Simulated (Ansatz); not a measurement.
`[Br][InH2]` + CH₃SH → `C[S][InH2]` + HBr at 298.15 K and 1 bar (ligand exchange at the In–Br bond).

Isolated molecules relaxed with PBE0-D4/def2-TZVP in Ansatz; ΔE leaves out vibrations. CBS: MP2 limit from def2 TZ/QZ plus the TZ coupled-cluster correction, frozen cores. This one scheme is used for every species. def2 core potentials past Kr. For Br, In outer-core shells are correlated without core-valence functions, which leaves a few kJ/mol of doubt a bond. Scalar relativity is left out up to krypton.

```json
{"species": "`[Br][InH2]`", "CCSD(T)/CBS energy (Eh)": "-2764.36342", "H − E (kJ/mol)": "45.9", "S (J/(mol·K))": "287.5"}
{"species": "CH₃SH", "CCSD(T)/CBS energy (Eh)": "-438.22835", "H − E (kJ/mol)": "133.0", "S (J/(mol·K))": "253.2"}
{"species": "`C[S][InH2]`", "CCSD(T)/CBS energy (Eh)": "-628.65181", "H − E (kJ/mol)": "151.7", "S (J/(mol·K))": "337.2"}
{"species": "HBr", "CCSD(T)/CBS energy (Eh)": "-2573.91920", "H − E (kJ/mol)": "24.6", "S (J/(mol·K))": "198.6"}
```

H − E and S are ideal-gas, rigid-rotor, harmonic terms from PBE0-D4/def2-TZVP. 1 Eh = 2625.50 kJ/mol, R = 8.31446 J/(mol·K).

Q: By hand: ΔE, ΔH, ΔS and ΔG.

A: ΔE = (-628.65181) + (-2573.91920) − (-2764.36342) − (-438.22835) = 0.02076 Eh = 54.5 kJ/mol. Δ(H − E) = 151.7 + 24.6 − 45.9 − 133.0 = -2.6, so ΔH = 51.9 kJ/mol. ΔS = 337.2 + 198.6 − 287.5 − 253.2 = -4.9 J/(mol·K). ΔG = 51.9 − 298.15 × (-4.9)/1000 = 53.4 kJ/mol.

Q: By hand: the equilibrium constant, and the temperature at which ΔG would vanish if ΔH and ΔS stayed fixed.

A: log₁₀ K = −ΔG/(RT ln 10) = -9.4. ΔH and −TΔS have one sign here, so there is no such temperature. One of them is within its doubt of zero, so this could turn.

The number of gas molecules stays the same, so ΔS is small and ΔH decides. A doubt of 5 kJ/mol in ΔE shifts log₁₀ K by 0.9 here. Modes under 60 cm⁻¹, often nearly free rotors, make the harmonic entropy too high. These are equilibria of isolated gas molecules and say nothing of rates. Largest T1 diagnostic: 0.014 (customary marks: 0.02 for closed shells, 0.045 for open ones).
